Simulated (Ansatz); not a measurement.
`CBC(F)S` and `CBC(F)Cl` differ in one atom or group.

Ansatz, PBE0-D4/def2-TZVP geometries, multiplicity 1. Each molecule was computed in one conformer, which needn't be the lowest.

```tsv
property	`CBC(F)S`
HOMO–LUMO gap (PBE0/def2-TZVPP) / eV	7.55
size of the dipole moment (B3LYP/def2-TZVPP) / D	1.90
LUMO energy (PBE/def2-TZVPP) / eV	-1.37
LUMO energy (ωB97M-V/def2-TZVPP) / eV	1.45
HOMO–LUMO gap (PBE/def2-TZVPP) / eV	5.29
LUMO energy (PBE0/def2-TZVPP) / eV	-0.39
```

Question: Give the same properties after the change, and the shifts. (Estimate.)

Answer: Ansatz gave: 
| property | `CBC(F)Cl` | shift |
| --- | --- | --- |
| HOMO–LUMO gap (PBE0/def2-TZVPP) / eV | 7.58 | 0.03 |
| size of the dipole moment (B3LYP/def2-TZVPP) / D | 1.18 | -0.72 |
| LUMO energy (PBE/def2-TZVPP) / eV | -2.04 | -0.67 |
| LUMO energy (ωB97M-V/def2-TZVPP) / eV | 0.91 | -0.54 |
| HOMO–LUMO gap (PBE/def2-TZVPP) / eV | 5.14 | -0.15 |
| LUMO energy (PBE0/def2-TZVPP) / eV | -1.04 | -0.65 |

Dipoles are sizes alone; their direction can turn.

B3LYP here is the variant with VWN-RPA as its local correlation; programs differ in this.
